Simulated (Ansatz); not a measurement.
Species: sum formula H4BN2O, net charge -1, singlet state. It need not be the lowest isomer of its formula. Whether it binds its extra electron was not tested at this geometry. 
Geometry from a B3LYP-D3(BJ)/def2-TZVP (Ansatz, a quantum-chemistry and plane-wave program) optimisation:
SMILES: B(N)([O-])N
```xyz
8

N     -1.1917    -0.7542     0.0901
B     -0.0092     0.1846     0.0266
N      1.2579    -0.5792    -0.2818
O     -0.0727     1.4653     0.2107
H     -2.0648    -0.2522     0.0028
H     -1.1797    -1.5212    -0.5717
H      1.3296    -1.4986     0.1374
H      2.0793    -0.0397    -0.0448
```
Charge -1, spin multiplicity 1.

Basis-set convergence of Hartree-Fock and CCSD(T) correlation energies (hartree) with Ansatz. Valence correlation only, unless marked. Spin-orbit coupling is left out. Non-relativistic.

```tsv
basis	functions	E(HF)	E(corr, CCSD(T))
aug-cc-pVDZ	128	-210.92183	-0.71340
aug-cc-pVTZ	276	-210.97332	-0.85178
aug-cc-pVQZ	504	-210.98657	-0.89473
```

Extrapolating the two largest sets (X = 3 and 4) as X^-3: E(corr) = (64·(-0.89473) - 27·(-0.85178))/37 = -0.9261 Eh, an estimate of the basis-set limit. The largest set recovers 96.6 % of it, the smallest 77.0 %.
